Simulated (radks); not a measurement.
These are the eigenvalues of the occupied orbitals of an atom or ion with whole-number occupations (eV). Method: scalar-relativistic Kohn-Sham, PBE, spin-unpolarised, spherical densities, finite nucleus; Fermi nuclear charge, rms radius of each element as measured or else 0.836 A^(1/3) + 0.57 fm; computed with a radial shooting solver on a logarithmic mesh with Libxc functionals.

1s: -5417.231
2s: -658.2706
2p: -558.5610
3s: -119.4794
3p: -92.3711
4s: -32.9782

Which element is it, and in what charge state? The configuration may be excited.

Answer. Z = 23, vanadium, charge +3: V3+ in [Ar] 4s2. The list shows which subshells hold electrons but not how many an open one holds; the 1s level, -199.08 hartree, gives Z - s = 20.0 by -(Z - s)^2/2, which with screening and relativity narrows Z to a few neighbours, and the depths of the outer levels then fix element, charge and occupations together.
